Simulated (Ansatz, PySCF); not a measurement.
C4H9NaO, charge -1, doublet, at the geometry of the source list (a state made from the parent by changing its charge; the spin is typed, not shown lowest) (in this run its highest filled SCF level lies above zero, so its values depend strongly on the basis, on diffuse functions most of all). Base run: B3LYP5/6-31G* (PySCF).

The PySCF input:
```python
from pyscf import gto, scf, dft

mol = gto.Mole()
mol.atom = '''
    Na    1.755400    2.127100    1.421100
    O     0.339800    0.983300    1.230900
    C    -0.003200    0.131900    0.224600
    C     1.092500   -0.929600   -0.011600
    C    -1.314400   -0.603600    0.590100
    C    -0.232300    0.890900   -1.100100
    H     0.795500   -1.642700   -0.776300
    H     1.278700   -1.461000    0.918800
    H     2.017700   -0.434700   -0.323600
    H    -1.167200   -1.152600    1.515600
    H    -1.612600   -1.291200   -0.196900
    H    -2.099900    0.129200    0.749200
    H     0.699200    1.377200   -1.406900
    H    -0.989500    1.655900   -0.944800
    H    -0.559900    0.220000   -1.890000
'''
mol.basis = '6-31g*'
mol.charge = -1
mol.spin = 1
mol.verbose = 4
mol.build()

mf = dft.UKS(mol)
mf.xc = 'b3lyp5'
mf.kernel()
```

The same geometry, method and basis name were run in Ansatz (a first-principles code) and PySCF, at each program's defaults and at the settings that a row names. The base is PySCF at its defaults. Differences at the defaults can come from grids, fitting, cores and function types together.

```tsv
code and settings	ΔE vs base (µEh)	basis functions	E (Eh)	SCF cycles
PySCF, defaults (exact integrals, its default grid, spherical functions)	0.0	106	-395.18283	12
Ansatz, defaults (factorised integrals, its default grid, Cartesian functions)	-4438	112	-395.18727	-
PySCF, density fitting with def2-universal-jkfit	-87.3	106	-395.18292	12
PySCF, fine grid	21.1	106	-395.18281	12
Ansatz, high accuracy, Cartesian functions as the basis file defines them	-4432	112	-395.18726	-
```

Open shells are given as the SCF converged; they aren't shown to be the lowest states, and a large step between rows can be another state.
